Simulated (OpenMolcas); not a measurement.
# Ag2+: effect of the ligand basis

Ag2+ with 6 ligands (bromide) in octahedral coordination (Oh) at 2.85 Å. A charge of +0.667 e stands 2.4 Å behind each ligand.

```json
{"Program": "OpenMolcas 26.06", "Method": "CASSCF", "Spin-orbit coupling": "RASSI with atomic mean-field integrals over the reference wave functions"}
```

Fixed: metal basis ANO-RCC-VTZP, active space 9 electrons in 5 orbitals (4d), DKH2 Hamiltonian.

States (labels of O, the rotations of Oh). Energies in cm-1 above the lowest state or level, χT in cm3 K/mol; 10Dq is the gap between the two states.

```json
{"Run": "A", "Ligand basis": "ANO-RCC-VDZP", "Ground state": "2E", "First state of that spin": "2T2 5343", "10Dq": "5343", "First gap with spin-orbit (degeneracies)": "4157 (4, 2)", "χT at 300 K": "0.729", "Cost": "roughly 70 core-seconds"}
{"Run": "B", "Ligand basis": "ANO-RCC-VTZP", "Ground state": "2E", "First state of that spin": "2T2 5304", "10Dq": "5304", "First gap with spin-orbit (degeneracies)": "4114 (4, 2)", "χT at 300 K": "0.728", "Cost": "roughly 4 core-minutes"}
```

Against A, |10Dq| changes by -0.7 % in B.

Costs are those of the RASSCF and RASSI steps.

An orbital doublet at a regular site is open to a Jahn-Teller distortion, which this geometry leaves out. With metal d orbitals alone the field can be off either way by tens of per cent. Ligand-to-metal charge-transfer states are missing. The least metal-like active orbital is 84 % on the metal (Löwdin) and no ligand orbital is active, so the numbers are rough (holds for B). No measured value stands beside these numbers; the geometry is a model, was not optimised and need not be the one that this ion takes.
